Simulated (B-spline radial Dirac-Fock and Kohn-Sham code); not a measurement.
**5s photoionisation of Pm²⁺ near threshold**

System: the Pm²⁺ ion in the configuration [Xe] 4f5. The computed 5s threshold is 63.51 eV; without correlation, outer thresholds are uncertain by 1 to 2 eV. With an open shell the threshold is an average over the terms of the final ion.

Method: independent-particle photoionisation in a Dirac-Hartree-Slater potential with a Latter tail, all multipoles, thresholds from Dirac-Fock ΔSCF. Computed with an atomic code on a B-spline grid. Interchannel coupling and autoionising resonances are not included, so magnitudes near threshold are approximate.

Q: How do σ and β run from threshold to 400 eV kinetic energy?

A: The cross section shows no minimum in this range. Its largest value, 0.126 Mb, lies 27 eV above threshold. β ranges from 1.45 (at 1.5 eV) to 1.95.

```
kinetic energy (eV)  σ (Mb)     β
                1.5   0.103  1.45
                1.9   0.103  1.45
                2.3   0.104  1.47
                2.9   0.106  1.48
                3.7   0.107  1.50
                4.6   0.109  1.52
                5.7   0.111  1.54
                7.2   0.113  1.56
                9.0   0.116  1.59
               11.2   0.118  1.62
               14.0   0.121  1.65
               17.5   0.123  1.69
               21.9   0.126  1.72
               27.4   0.126  1.76
               34.2   0.124  1.79
               42.8   0.120  1.82
               53.5   0.114  1.84
               66.9   0.105  1.87
               83.7  0.0943  1.89
              104.7  0.0821  1.90
              130.9  0.0698  1.92
              163.6  0.0582  1.93
              204.6  0.0474  1.94
              255.8  0.0375  1.94
              319.9  0.0290  1.95
              400.0  0.0221  1.95
```
